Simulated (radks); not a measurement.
Results of a calculation; reference values are marked as such.
Ionisation of neutral samarium, [Xe] 4f6 6s2, to Sm+, [Xe] 4f6 6s1, under several functionals. Dirac Kohn-Sham, spin-unpolarised, spherical densities, finite nucleus; open shells fill j = l - 1/2 first; a radial shooting solver on a logarithmic mesh with Libxc functionals.

functional                                        E(Sm) (hartree)  Exc (hartree)  IE (eV)  -e(HOMO) (eV)  <r> HOMO (bohr)  IE error (eV)
PBE                                                   -10433.8862      -236.3801    5.941          2.564            1.015         +0.297
LDA (Slater exchange, Perdew-Zunger correlation)      -10426.6648      -229.0884    6.144          2.760            1.013         +0.501
SOGGA                                                 -10429.7340      -232.1838    5.852          2.522            1.014         +0.208
revPBE                                                -10434.1713      -236.6689    5.861          2.541            1.014         +0.217
RPBE                                                  -10434.2850      -236.7835    5.843          2.547            1.014         +0.199

NIST Atomic Spectra Database: 5.644 eV (measured). Closest: RPBE. The Delta-SCF values span 0.30 eV, the total energies 7.62 hartree. The highest occupied level is 4f5/2. Spin polarisation and multiplet splitting are left out, so open shells lie too high by an amount that depends on their filling.

Beside tabulated values, note that spin-unpolarised runs miss the spin-polarisation part of the exchange energy of open shells.
